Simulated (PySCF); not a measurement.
B3LYP has the VWN-RPA correlation part, as in Gaussian. Delta-SCF ions had no search for a lower state. Excitations are Tamm–Dancoff values on a coarser integration grid. The basis has no diffuse functions, so Rydberg states are missing or too high.

**[1.1.1]propellane `C1C23CC12C3` (charge 0, multiplicity 1)**

Computed with PySCF 2.14.0 with B3LYP-D3(BJ)/def2-SVP.

| Item | Value |
|---|---|
| HOMO | -7.18 eV |
| dipole moment | 0.00 D |
| LUMO | 0.23 eV |
| HOMO–LUMO gap | 7.41 eV |
| S1 excitation (TDA) | 7.86 eV |
| S1 oscillator strength | 0.000 |
| brightest of the four lowest singlets (TDA) | 8.30 eV |
| T1 excitation (TDA) | 4.70 eV |
| S1–T1 gap (TDA) | 3.17 eV |
| vertical ionisation energy (Delta-SCF) | 9.62 eV |
| total energy | -5275.78 eV |
| cost | very roughly 100 core-seconds |

```xyz
11

C     -0.8768    -0.8904     0.3517
C      0.2942    -0.0037     0.7237
C      1.1513    -0.3729    -0.4699
C     -0.2941     0.0037    -0.7237
C     -0.2746     1.2633     0.1181
H     -1.8595    -0.6238     0.7526
H     -0.6902    -1.9657     0.2704
H      1.4271    -1.4254    -0.5874
H      1.9210     0.3409    -0.7790
H     -1.2308     1.6247     0.5086
H      0.4324     2.0491    -0.1652
```
